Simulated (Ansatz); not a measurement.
Mulliken charges of BrK, SMILES `[K][Br]` from B3LYP/def2-TZVPP in Ansatz (PBE0-D4/def2-TZVP geometry).

```json
{"atom": "K1", "x (Å)": "1.227", "y (Å)": "-0.460", "z (Å)": "0.613", "charge (e)": "0.712"}
{"atom": "Br2", "x (Å)": "-1.198", "y (Å)": "0.400", "z (Å)": "-0.609", "charge (e)": "-0.712"}
```

Task: By hand: the dipole of these point charges (1 e Å = 4.8032 D).

Result: Σ q r = (1.727, -0.612, 0.870) e Å, of length 2.028 e Å = 9.74 D.

Task: How does the dipole of the full density compare? (Estimate.)

Result: Computed: (1.861, -0.659, 0.938) e Å, 10.50 D; the point charges give 0.93 times that, at 0° from its direction.

Point charges leave out the atoms' own dipoles, such as those of lone pairs, and Mulliken's split depends on the basis, so the close match here is no proof of good charges.

B3LYP here is the variant with VWN-RPA as its local correlation; programs differ in this.
